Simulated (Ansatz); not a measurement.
Ideal-gas functions of CH5FOSn (`FC[O][SnH3]`) at 800 K and 1 bar, from an Ansatz frequency run at PBE0-D4/def2-TZVP.

Molar mass 170.76 g/mol, point group C1 (symmetry number 1), electronic degeneracy 1, moments of inertia 45.364, 252.673, 282.379 u Å². Harmonic wavenumbers (cm⁻¹, unscaled): 66, 109, 168, 478, 501, 527, 604, 695, 701, 708, 986, 1169, 1217, 1266, 1431, 1532, 1956, 1981, 1983, 2994, 3074.

Use S(trans) = R[1.5 ln M + 2.5 ln T − 1.1517]; rotational temperatures θ = 24.2544 K / I; S(rot) = R[ln(√π/σ · √(T³/θAθBθC)) + 1.5]; for each mode x = 1.438777 ν̃/T, S = R[x/(eˣ − 1) − ln(1 − e⁻ˣ)] and H = RT x/(eˣ − 1); 1 cm⁻¹ = 0.0119627 kJ/mol; R = 8.31446 J/(mol·K).

Q: By hand: the entropy, in J/(mol·K).

A: Translation 193.5. Rotation: θ = 0.5347, 0.096, 0.0859 K, giving 123.1. Vibration, mode by mode: 26.04, 21.88, 18.30, 9.82, 9.46, 9.06, 8.02, 6.98, 6.92, 6.85, 4.56, 3.52, 3.28, 3.06, 2.43, 2.10, 1.14, 1.10, 1.10, 0.24, 0.22, in all 146.1. Electronic 0.0. Sum 462.7 J/(mol·K).

Q: By hand: H − E and G − E in kJ/mol, counted from the electronic energy.

A: Zero-point energy ½ × 24146 × 0.0119627 = 144.4; thermal vibration 56.9; translation, rotation and pV give 4 RT = 26.6. H − E = 227.9 kJ/mol, and G − E = 227.9 − 800 × 462.7/1000 = -142.3 kJ/mol.

Vibration gives 32 % of the entropy, 47.9 J/(mol·K) of it from the modes under 150 cm⁻¹: soft modes count most, and the harmonic formula is weakest for them. The sum counts one conformer and one mirror image; others add a mixing term.
